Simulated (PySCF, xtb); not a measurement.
C3H5BN2O, SMILES C1OB(C=CN=1)N.

xtb 6.7.1 with GFN2-xTB at its own geometry gives an orbital gap of 3.41 eV and a dipole moment of 2.97 D.

Geometry optimised at TPSSh-D3(BJ)/def2-SVP. This is a generated structure with no PubChem entry under its InChIKey; it may be hypothetical. One conformer was computed; it need not be the lowest.

Question: What does PBE/def2-TZVP in PySCF give? (The exact figures need the calculation; the answer reports its results.)

Answer: gap 3.73 eV (levels -5.77 and -2.04 eV), dipole 2.60 D.
